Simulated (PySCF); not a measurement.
A series of related molecules.

All values: wB97X-D/def2-SVPD (PySCF) at PBE0-D3(BJ)/def2-SVP geometries, gas phase, one conformer each. Core orbitals are frozen in the response; Δα² is half the sum of the squared differences of the principal polarisabilities.

(1) Rank by vertical ionisation energy (ΔSCF), lowest first.
A. `BN(B)CC`
B. `BN(B)C1CCC1`
C. `BN(B)C(C)C`
D. `N(B)(B)C(C)(C)C`

## Answers

(1) B (10.19 eV), D (10.44 eV), C (10.60 eV), A (10.74 eV).

All values together:

```csv
SMILES,formula,μ (D),HOMO (eV),LUMO (eV),α (Å³),Δα (Å³),electrons,α per electron (Å³),ΔSCF removal energy (eV)
BN(B)C(C)(C)C,C4H13B2N,1.83,-10.42,0.79,12.61,2.62,54,0.234,10.44
BN(B)C(C)C,C3H11B2N,1.68,-10.52,0.69,10.96,2.26,46,0.238,10.60
BN(B)CC,C2H9B2N,1.57,-10.58,0.66,9.27,2.58,38,0.244,10.74
BN(B)C1CCC1,C4H11B2N,1.69,-10.11,0.71,12.05,3.84,52,0.232,10.19
```

Conformers: `[BH2:1][N:2]([BH2:3])[CH:4]([CH3:5])[CH3:6]` with B1–N2–C4–C5 118°; `[BH2:1][N:2]([BH2:3])[CH2:4][CH3:5]` with B1–N2–C4–C5 90°; `[BH2:1][N:2]([BH2:3])[CH:4]1[CH2:5][CH2:6][CH2:7]1` with B1–N2–C4–C5 40°, N2–C4–C5–C6 144°, C4–C5–C6–C7 -20°, C5–C6–C7–C4 20°, N2–C4–C7–C6 -144°.
